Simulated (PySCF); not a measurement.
Circular dichroism: `O=C1C[C@@H](F)O[C@H]1F`, C₄H₄F₂O₂

Molfile (atoms numbered from 1):
```
C4H4F2O2
     RDKit          3D

 12 12  0  0  0  0  0  0  0  0999 V2000
    0.6446   -1.9458    1.1958 O   0  0  0  0  0  0  0  0  0  0  0  0
    0.3692   -0.9744    0.5641 C   0  0  0  0  0  0  0  0  0  0  0  0
   -0.9609   -0.5824   -0.0369 C   0  0  0  0  0  0  0  0  0  0  0  0
   -0.6760    0.7752   -0.6825 C   0  0  1  0  0  0  0  0  0  0  0  0
   -1.1589    1.7746    0.1249 F   0  0  0  0  0  0  0  0  0  0  0  0
    0.7056    0.8902   -0.8132 O   0  0  0  0  0  0  0  0  0  0  0  0
    1.3378    0.1706    0.1814 C   0  0  1  0  0  0  0  0  0  0  0  0
    1.5446    0.9443    1.2980 F   0  0  0  0  0  0  0  0  0  0  0  0
   -1.2799   -1.3269   -0.7657 H   0  0  0  0  0  0  0  0  0  0  0  0
   -1.7226   -0.5049    0.7398 H   0  0  0  0  0  0  0  0  0  0  0  0
   -1.1262    0.9365   -1.6680 H   0  0  0  0  0  0  0  0  0  0  0  0
    2.3239   -0.1578   -0.1637 H   0  0  0  0  0  0  0  0  0  0  0  0
  1  2  2  0
  2  3  1  0
  3  4  1  0
  4  5  1  0
  4  6  1  0
  6  7  1  0
  7  8  1  0
  7  2  1  0
  3  9  1  0
  3 10  1  0
  4 11  1  6
  7 12  1  6
M  END
```

Computed, not measured: PySCF 2.14.0, TDDFT wB97X-D/aug-cc-pVDZ circular dichroism and optical rotation, one conformer, gas phase. Geometry: GFN2-xTB.

Task: What are the CIP labels of the stereocentres?

Result: C4 R, C7 S.

Task: Which excitations and rotatory strengths does the calculation give?

Result: Rotatory strengths R in 10⁻⁴⁰ esu² cm², velocity form and length form (origin at the centre of mass); f in length form.
```csv
state,E (eV),λ (nm),f,R (velocity),R (length),main
1,4.09,303,0.0001,+6.0,+7.0,HOMO→LUMO 0.95
2,7.25,171,0.018,-2.2,-2.4,"HOMO→LUMO+1 0.68, HOMO→LUMO+2 0.11"
3,7.51,165,0.008,-1.2,-1.3,"HOMO−1→LUMO 0.81, HOMO−2→LUMO 0.13"
4,7.78,159,0.002,+0.1,0.0,"HOMO−2→LUMO 0.79, HOMO−1→LUMO 0.14"
5,7.96,156,0.004,+9.1,+8.8,"HOMO→LUMO+3 0.47, HOMO→LUMO+4 0.14"
6,7.98,155,0.014,-3.1,-3.2,"HOMO→LUMO+2 0.71, HOMO→LUMO+1 0.08"
7,8.05,154,0.007,-20.5,-20.9,"HOMO−4→LUMO 0.44, HOMO−3→LUMO 0.33"
8,8.32,149,0.010,+10.6,+10.8,HOMO→LUMO+4 0.67
9,8.51,146,0.044,-9.1,-9.1,"HOMO−3→LUMO 0.50, HOMO−4→LUMO 0.23"
10,8.81,141,0.014,+3.8,+3.8,"HOMO→LUMO+6 0.57, HOMO→LUMO+8 0.12"
11,8.90,139,0.004,-3.7,-3.9,"HOMO→LUMO+5 0.45, HOMO−6→LUMO 0.23"
12,9.01,138,0.043,+29.3,+30.3,"HOMO−6→LUMO 0.31, HOMO→LUMO+5 0.18"
13,9.13,136,0.074,-3.6,-2.9,"HOMO−5→LUMO 0.30, HOMO−4→LUMO 0.12"
14,9.21,135,0.002,-5.3,-6.5,"HOMO→LUMO+7 0.27, HOMO→LUMO+8 0.22"
15,9.23,134,0.005,-6.5,-6.6,HOMO−1→LUMO+1 0.71
16,9.36,133,0.004,+3.7,+4.0,"HOMO→LUMO+9 0.34, HOMO→LUMO+8 0.33"
```

Among the states computed, the strongest CD band (largest |R|) is state 12. The largest dissymmetry factor in size, g = 4R/(D+G), with D and G the electric and magnetic dipole strengths, is +0.51 for state 1 (velocity form, f = 7e-05), among bands with |R| over 0.5. The mirror image has the same energies and oscillator strengths and all R with the opposite sign.
